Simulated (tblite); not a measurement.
Species: C7H16P (charge +1).
Atom-mapped SMILES: `[CH2:1]=[C:2]([CH3:3])[PH2+:4][CH2:5][CH2:6][CH2:7][CH3:8]` (hydrogens: H9, H10 on C1; H11, H12, H13 on C3; H14, H15 on P4; H16, H17 on C5; H18, H19 on C6; H20, H21 on C7; H22, H23, H24 on C8)

Cartesian coordinates in Å at the GFN2-xTB level; atoms count from 1:
```
atom  x, y, z in Å
C1     0.3706    3.2350   -1.1127
C2     0.0833    2.3655   -0.1499
C3    -0.5270    2.6919    1.1762
P4     0.4204    0.6108   -0.3921
C5    -1.0915   -0.3814   -0.5319
C6    -0.8027   -1.8109   -1.0055
C7     0.2942   -2.5001   -0.1963
C8    -0.0234   -2.5933    1.2903
H9     0.8091    2.9383   -2.0520
H10    0.1728    4.2870   -0.9892
H11    0.0666    2.2707    1.9891
H12   -1.5357    2.2844    1.2499
H13   -0.5861    3.7680    1.3121
H14    1.1948    0.1773    0.6567
H15    1.1789    0.4525   -1.5282
H16   -1.5807   -0.3837    0.4476
H17   -1.7541    0.1331   -1.2376
H18   -0.5114   -1.7933   -2.0580
H19   -1.7266   -2.3859   -0.9295
H20    1.2432   -1.9661   -0.3454
H21    0.4299   -3.5070   -0.5920
H22   -0.0563   -1.6111    1.7636
H23   -0.9824   -3.0814    1.4435
H24    0.7359   -3.1806    1.7989
```

Calculated harmonic vibrations of the isolated species, GFN2-xTB (tblite), most abundant isotopes, no scaling. This tight-binding method is rough: wavenumbers can miss measured ones by several per cent, in bad cases by 10 to 20. Modes of hydrogen on phosphorus can be 10 to 20 % off. One conformer, not necessarily the lowest.

Harmonic wavenumbers (cm⁻¹): 29.6, 44.7, 93.4, 105.8, 113.6, 168.9, 199.3, 270.8, 284.5, 330.2, 369.9, 408.2, 461.2, 528.2, 646.9, 665.7, 712.1, 753.7, 797.7, 832.8, 848.4, 905.1, 926.4, 929.1, 930.0, 991.5, 995.6, 1003.1, 1031.6, 1052.4, 1078.2, 1129.8, 1138.5, 1172.8, 1200.8, 1242.7, 1252.1, 1330.8, 1342.2, 1377.4, 1390.0, 1401.4, 1422.5, 1448.5, 1451.6, 1470.4, 1481.2, 1495.8, 1502.5, 1665.7, 2422.9, 2458.2, 2889.1, 2924.3, 2937.0, 2983.8, 2989.7, 2994.3, 3005.2, 3007.7, 3014.7, 3051.4, 3063.2, 3065.5, 3093.1, 3128.3.

A = 3372, B = 797.4, C = 738.5 MHz; mass 131.099 u (most abundant isotopes); point group C1, symmetry number 1.

What is the zero-point energy?

½Σν̃ = 45727 cm⁻¹ = 130.74 kcal/mol.

Give the ideal-gas entropy at 200 K and 1 bar in the rigid-rotor, harmonic-oscillator model (classical rotation).

Translation 38.57, rotation 28.28, vibration 24.94: S = 91.8 cal/(mol K).

And Cp and H(200 K) − H(0)?

Cp = 31.92 cal/(mol K), of which vibrations give 23.98 (their classical limit is 66 R = 131.2); H(200 K) − H(0) = 4.15 kcal/mol without the zero-point energy, 2.56 from vibrations.

What must be added to the electronic energy to get the Gibbs energy at 200 K and 1 bar?

ZPE + [H(200 K) − H(0)] − T·S = 130.74 + 4.15 − 18.36 = 116.53 kcal/mol.

Blend soft modes into free rotors: weight 1/[1 + (100 cm⁻¹/ν̃)⁴] for the oscillator and the rest for a rotor with moment μB/(μ + B), μ = h/(8π²ν), B = 10⁻⁴⁴ kg m². What vibrational entropy results?

22.39 cal/(mol K) in place of 24.94, which changes −T·S at 200 K by +0.51 kcal/mol.

How do the functions run with temperature in this model?

```json
{"T (K)": "100", "S (cal/(mol K))": "73.7", "Cp (cal/(mol K))": "21.4", "H − H(0) (kcal/mol)": "1.48", "G − H(0) (kcal/mol)": "-5.89", "ln q(vib)": "2.78"}
{"T (K)": "300", "S (cal/(mol K))": "107.0", "Cp (cal/(mol K))": "44.0", "H − H(0) (kcal/mol)": "7.93", "G − H(0) (kcal/mol)": "-24.16", "ln q(vib)": "9.26"}
{"T (K)": "500", "S (cal/(mol K))": "135.1", "Cp (cal/(mol K))": "67.1", "H − H(0) (kcal/mol)": "19.13", "G − H(0) (kcal/mol)": "-48.40", "ln q(vib)": "15.41"}
{"T (K)": "800", "S (cal/(mol K))": "172.1", "Cp (cal/(mol K))": "90.6", "H − H(0) (kcal/mol)": "43.07", "G − H(0) (kcal/mol)": "-94.64", "ln q(vib)": "24.35"}
{"T (K)": "1000", "S (cal/(mol K))": "193.5", "Cp (cal/(mol K))": "101.1", "H − H(0) (kcal/mol)": "62.29", "G − H(0) (kcal/mol)": "-131.25", "ln q(vib)": "29.97"}
```

q(vib) and H(0) count from the zero-point level.

Hindered rotation and anharmonicity are outside this model. Other conformers, if any are populated, would add a mixing term that is left out. The structure is chiral; the term R ln 2 for an equal mix with its mirror image is left out.

Run on one thread, Arm Neoverse V1, no GPU, shared host. This covers the Hessian and the dipole derivatives.
